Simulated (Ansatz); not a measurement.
Two spin states of SF-, each at its own minimum; 2S+1 = 1, 3, 5 were tried, and our sources give no spin for the ground state.

Each state is the lowest solution found for its spin in def2 and cc sets. The singlet is a restricted closed-shell determinant, which can mix singlet states where a π or δ shell is part-filled.

Frozen-core correlation.

The values were computed with Ansatz (a program for electronic structure) with Gaussian orbitals. Values without a source in brackets are computed.

```tsv
level	energy of the multiplicity-3 state above the multiplicity-1 state (eV)
PBE/def2-TZVPP	1.182
PBE0/def2-TZVPP	[?]
wB97X-V/def2-TZVPP	1.475
CCSD/def2-TZVPP	[?]
CCSD(T)/def2-TZVPP	1.459
```

Question: Fill in the missing entries.

Answer: 
- PBE0/def2-TZVPP, energy of the multiplicity-3 state above the multiplicity-1 state (eV): 1.297
- CCSD/def2-TZVPP, energy of the multiplicity-3 state above the multiplicity-1 state (eV): 1.429
